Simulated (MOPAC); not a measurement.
MOPAC input (PM6):

```
PM6 FORCE THERMO(298,298) PRECISE LET GEO-OK AUX(PRECISION=9) THREADS=1
BrOY

Y     0.79521939 1   -0.16009323 1   -0.37182643 1
O     2.48069913 1   -0.55544373 1   -0.99749200 1
Br   -1.58985392 1    0.39928141 1    0.51375022 1
```

From the output:

```
    Br    3   0.892116   0.160210   1.036775

          HEAT OF FORMATION =     -88.861488 KCALS/MOLE

          ZERO POINT ENERGY       1.778 KCAL/MOL

           NORMAL COORDINATE ANALYSIS (Total motion = 1 Angstrom)

   Root No.       1         2         3         4

                 1 Pi      1 Pi      1 Sig     2 Sig

                 100.1     100.1     196.9     846.3

           1   -0.0000    0.0000   -0.3015   -0.1527
           2   -0.2120    0.0049    0.0000    0.0000
           3   -0.0049   -0.2120   -0.0000   -0.0000
           4    0.0000   -0.0000   -0.3026    0.8471
           5    0.6901   -0.0161    0.0000   -0.0000
           6    0.0161    0.6901   -0.0000    0.0000
           7    0.0000   -0.0000    0.3960    0.0003
           8    0.0977   -0.0023   -0.0000   -0.0000
           9    0.0023    0.0977    0.0000    0.0000

           MASS-WEIGHTED COORDINATE ANALYSIS (NORMAL COORDINATES)

   Root No.       1         2         3         4

                 1 Pi      1 Pi      1 Sig     2 Sig

                 100.1     100.1     196.9     846.3

           1   -0.0000    0.0000   -0.6050   -0.3911
           2   -0.5679    0.0133    0.0000    0.0000
           3   -0.0133   -0.5679   -0.0000   -0.0000
           4    0.0001   -0.0000   -0.2576    0.9204
           5    0.7845   -0.0183    0.0000   -0.0001
           6    0.0183    0.7845   -0.0000    0.0000
           7    0.0000   -0.0000    0.7534    0.0007
           8    0.2481   -0.0058   -0.0001   -0.0000
           9    0.0058    0.2481    0.0000    0.0000

          DESCRIPTION OF VIBRATIONS

 VIBRATION          2    1Pi         ATOM PAIR     ENERGY CONTRIBUTION    RADIAL
 FREQUENCY           100.10         Y 1 -- O 2         +85.7% ( 93.9%)      0.0%
 TRANSITION DIPOLE   3.7850         Y 1 -- Br3         +14.3% ( 38.4%)      0.0%
 TRAVEL (Ang.)       0.2076
 REDUCED MASS       15.6281
 EFFECTIVE MASS     36.6204
 FORCE CONSTANT      0.0923

 VIBRATION          3    1Sig        ATOM PAIR     ENERGY CONTRIBUTION    RADIAL
 FREQUENCY           196.90         Y 1 -- Br3         +91.1% (138.2%)    100.0%
 TRANSITION DIPOLE   3.7969         Y 1 -- O 2          +8.9% ( 43.2%)    100.0%
 TRAVEL (Ang.)       0.0953
 REDUCED MASS       37.7269
 EFFECTIVE MASS    107.8637
 FORCE CONSTANT      0.8618

 VIBRATION          4    2Sig        ATOM PAIR     ENERGY CONTRIBUTION    RADIAL
 FREQUENCY           846.28         Y 1 -- O 2         +97.4% (100.0%)    100.0%
 TRANSITION DIPOLE   4.1336         Y 1 -- Br3          +2.6% ( 16.3%)    100.0%
 TRAVEL (Ang.)       0.0767
 REDUCED MASS       13.5593
 EFFECTIVE MASS     23.4200
 FORCE CONSTANT      5.7216

      SYMMETRY NUMBER FOR POINT-GROUP C*v =  1

          SYSTEM IS A GROUND STATE

 BrOY

          MOLECULE IS LINEAR

          THERE ARE  4 GENUINE VIBRATIONS IN THIS SYSTEM
          THIS THERMODYNAMICS CALCULATION IS LIMITED TO
          MOLECULES WHICH HAVE NO INTERNAL ROTATIONS

                    CALCULATED THERMODYNAMIC PROPERTIES
                                          *
   TEMP. (K)   PARTITION FUNCTION   H.O.F.    ENTHALPY  HEAT CAPACITY ENTROPY
                                   KCAL/MOL   CAL/MOLE    CAL/K/MOL  CAL/K/MOL

 298.00  VIB.     0.1129D+02                  1317.1394     6.3188     9.2361
         ROT.     0.5205D+04                   592.1869     1.9872    18.9925
         INT.     0.5875D+05                  1909.3262     8.3060    28.2286
         TRA.     0.2429D+28                  1480.4672     4.9680    41.5465
         TOT.                      -88.861    3389.7934    13.2741    69.7751

   *: NOTE: HEATS OF FORMATION ARE RELATIVE TO THE
            ELEMENTS IN THEIR STANDARD STATE AT 298K
              (=  Standard Enthalpy of Formation).

            Hvib:  Zero-point energy is not included.
                   frequencies of less than zero cm-1 are not included.
            Hrot = (3/2)RT
            Htra = (3/2)RT + pV = (5/2)RT

            Heat capacity is Cp, not Cv

          For more information, see: HTTP://OpenMOPAC.net/Manual/thermochemistry.html

           FORCE CONSTANT IN CARTESIAN COORDINATES (Millidynes/A)

    ATOM   CHEMICAL       X               Y               Z
   NUMBER   SYMBOL  FORCE CONSTANT  FORCE CONSTANT  FORCE CONSTANT

      1       Y        6.480221        0.168912        0.168912
      2       O        5.743034        0.058376        0.058376
      3      Br        1.036108        0.028943        0.028943

 **********************
 *                    *
 * JOB ENDED NORMALLY *
 *                    *
 **********************

 == MOPAC DONE ==
```
